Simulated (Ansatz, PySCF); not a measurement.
Stretching the Se1–H2 bond in H2OSe (SMILES O[SeH]) (multiplicity 1 held, fragments rigid). Energies count from the point at 1.482 Å.
Geometry at that point (charge 0, multiplicity 1):
| atom | x (Å) | y (Å) | z (Å) |
|---|---|---|---|
| Se | -0.2423 | -0.0634 | 0.2813 |
| H | -1.3282 | -0.3874 | -0.6732 |
| O | 1.0652 | 0.1787 | -0.9608 |
| H | 1.0461 | 1.1122 | -1.2051 |

Restricted levels (R-, RO-) in cc, def2 and unpolarised 6-31G sets keep to the state of the molecule at rest. Active spaces are followed from a long bond inwards. Left out are points that failed, MP2 points that dive below the minimum, coupled-cluster points behind a jump of the amplitudes or a sharp parting from full CI or MRCI, small-basis points behind a change of solution, and semi-empirical points at long bonds. Curves can end on different states.

Correlated levels freeze the cores. Filled d and f shells under p-block atoms count as core. Rows in 3-21G, LANL2DZ carry no dispersion term and start afresh at each structure; the Pople sets are all-electron and without relativity. LANL2DZ brings its own core potentials from Na on.

Codes used: Ansatz (a quantum-chemistry and plane-wave program) with Gaussian orbitals; PySCF for 3-21G rows, LANL2DZ rows. 

Energies in kJ/mol.

```
R (Å)  R-HF/3-21G  R-BP86/LANL2DZ  R-B3LYP/cc-pVTZ  FIC-NEVPT4(SD) on CASSCF(4,3)/cc-pVTZ  FIC-MRCISD+Q on CASSCF(4,3)/cc-pVTZ
-----  ----------  --------------  ---------------  -------------------------------------  -----------------------------------
1.185         135             171              144                                    145                                  143
1.333          24              41               27                                     27                                   26
1.482           0               0                0                                      0                                    0
1.630          18               4               17                                     18                                   18
1.778          55              30               53                                     55                                   56
2.000         129              84              121                                    121                                  123
2.222         209             141              188                                    181                                  183
2.593         336             225              282                                    252                                  254
2.963         444             288              351                                    287                                  290
3.408         544             339              408                                    304                                  306
4.000         635        left out              452                                    309                                  311
4.741         698        left out              479                                    311                                  313
```

Doubts at one or more of the structures used: a restricted determinant that unrestricted orbitals would lower (R-HF/3-21G, R-B3LYP/cc-pVTZ); active orbitals that take no part (FIC-NEVPT4(SD) on CASSCF(4,3)/cc-pVTZ, FIC-MRCISD+Q on CASSCF(4,3)/cc-pVTZ).
